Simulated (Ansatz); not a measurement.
C2H5AlCl2 (`C[CH2][Al]([Cl])[Cl]`), one more setting.

```yaml
crystal:
  periodic: [false, false, false]
  atoms:
    - {symbol: C, position_ang: [-0.319407, -1.143772, 0.834024]}
    - {symbol: C, position_ang: [0.333808, 0.295078, 0.499352]}
    - {symbol: Al, position_ang: [0.085414, 0.937929, -1.275935]}
    - {symbol: Cl, position_ang: [-1.036782, -0.108385, -2.722256]}
    - {symbol: Cl, position_ang: [0.906268, 2.752963, -1.956295]}
    - {symbol: H, position_ang: [-0.132424, -1.322801, 1.859286]}
    - {symbol: H, position_ang: [0.072686, -1.783751, 0.169308]}
    - {symbol: H, position_ang: [-1.381869, -0.999248, 0.671560]}
    - {symbol: H, position_ang: [0.048475, 1.070796, 1.183728]}
    - {symbol: H, position_ang: [1.395833, 0.233361, 0.681640]}
basis:
  gaussian: {orbitals: def2-TZVPD}
hamiltonian: {xc: {name: r2SCANh}, dispersion: d4}
```

```sh
$ ansatz run in.yaml --threads 4 --pin off --events-out ev --progress --plain --max-ram 10444MiB
```

Shortened log:

```
Functional definition: r2SCANh
1427 factors; their error is unknown
mean field evaluation 1: about -33790.4964 eV, gradient 6.2e1 eV
mean field evaluation 2: about -33782.9753 eV, gradient 7.8e1 eV
mean field evaluation 4: about -33799.6065 eV, gradient 4.2e0 eV
mean field evaluation 8: about -33799.6432 eV, gradient 4.4e-1 eV
mean field evaluation 16: about -33799.6435 eV, gradient 9.0e-5 eV
mean field -33799.64349840 eV, -1242.1139883448 hartree, gradient 1.4e-5 eV, S^2 0.000000; 0 other end points of the search recorded, 0 dependent functions left out
reference -33799.64352076 eV, -1242.1139891666 hartree; 32, 32 occupied and 222, 222 virtual orbitals, 1427 factors
Total energy: -33799.70738139 eV, -1242.1163360016 hartree
```

Run time 5.5 s (4 threads of an Intel Xeon Platinum 8259CL on a shared host); peak host memory 0.63 GiB.
